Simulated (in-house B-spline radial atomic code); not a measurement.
Cr+ is squeezed into an impenetrable sphere of radius R (the orbitals vanish at R). Caution: exact exchange at fractional occupations of open shells leaves self-interaction of up to several eV. Method: non-relativistic PBE0, spin-polarised, spherical fractional occupations, point nucleus. Calculated with a radial B-spline atomic code at the basis-set limit.

Energies in eV above the free ion in [Ar] 3d5:

```tsv
R (bohr)	highest level (eV)	[Ar] 3d5	[Ne] 3s2 3p5 3d6	-dE/dV in [Ar] 3d5 (GPa)
9.97	-12.7	9.597e-05	45.56	0.000143
6.49	-12.6	0.03221	45.63	0.106
4.8	-12	0.4739	46.22	2.8
4.34	-11.4	0.983	46.82	7.16
3.77	-10.1	2.471	48.55	24.7
3.29	-8.07	5.582	52.1	78.1
2.67	-2.09	18.09	66.02	452
2.14	11.4	60.43	111.3	2840
2	18	86.55	138.6	4900
1.59	53.7	275	331.3	28200
```

**Question.** Does [Ne] 3s2 3p5 3d6 fall below [Ar] 3d5 under compression?

**Answer.** No, it stays above over the whole range.

The highest level is first positive in the row R = 2.14 bohr, pushed up by confinement above the zero of the free ion's potential. Each configuration is held fixed and needn't be the lowest in the sphere.
